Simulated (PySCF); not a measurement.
Computed shifts of a molecule CH9NO2Si2, PBE0/pcSseg-1 run with PySCF, GIAO, gas phase, atoms alike by connectivity averaged where their shifts nearly agree, in ppm (number of nuclei): ¹³C: 34.6 (1). ¹⁵N: 45.2 (1). ²⁹Si: -31.1 (1), -32.6 (1). ¹H: 5.18 (1), 5.05 (1), 5.01 (2), 3.13 (3), 2.10 (1), 1.28 (1). References: ¹³C against TMS (σ = 186.3 ppm); ¹⁵N against NH3 (σ = 267.4 ppm); ²⁹Si against TMS (σ = 352.7 ppm); ¹⁷O against H2O (σ = 334.2 ppm); ¹H against TMS (σ = 31.56 ppm), references at their B3LYP-D3(BJ)/def2-TZVP geometries, non-relativistic. Coordinates come from a B3LYP-D3(BJ)/def2-SVP optimisation. One conformer was computed; it need not be the lowest.

Q: Pick the molecule that these values belong to.
(A) CN[SiH2]O[SiH2]O
(B) CO[SiH2][Si@@H](N)O
(C) NC([SiH2]O)[SiH2]O
(D) N[SiH2]OC[SiH2]O

A: A, CN[SiH2]O[SiH2]O
